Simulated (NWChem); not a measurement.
Molecule: C$_{2}$H$_{8}$O$_{2}$Si; SMILES OC[C@@H](O)[SiH3]

```xyz
13

O     -0.9752     1.5705     0.5403
C     -0.2877     1.2669    -0.6633
C      0.5486    -0.0020    -0.5390
O      1.5905     0.3229     0.4080
Si    -0.4688    -1.5083     0.0796
H     -0.2959     1.6086     1.2345
H     -1.0510     1.1404    -1.4375
H      0.3729     2.0973    -0.9618
H      0.9868    -0.2207    -1.5280
H      2.1811    -0.4403     0.4993
H     -1.6570    -1.7446    -0.7858
H     -0.8847    -1.3574     1.4943
H      0.4222    -2.7040    -0.0020
```
Atoms are numbered in this order, from 1.

Program: NWChem. All runs use the structure optimised with B3LYP/6-31G* (spherical d). B3LYP is NWChem's, with the RPA form of VWN correlation. Total energies of different functionals are on different scales.

| level | energy (Ha) | highest occupied level (eV) | orbital gap (eV) | dipole (D) |
|---|---|---|---|---|
| PBE/def2-SVP | -520.2459 | -5.95 | 5.85 | 2.06 |
| B3LYP/def2-SVP | -520.6941 | -7.27 | 7.80 | 2.14 |
| Hartree-Fock/def2-SVP | -518.7554 | -11.23 | 15.25 | 2.43 |
| PW6B95/def2-SVP | -521.1928 | -7.66 | 8.46 | 2.17 |
| BLYP/def2-SVP | -520.5800 | -5.82 | 5.80 | 2.03 |
| PBE0/def2-SVP | -520.2930 | -7.54 | 8.34 | 2.18 |
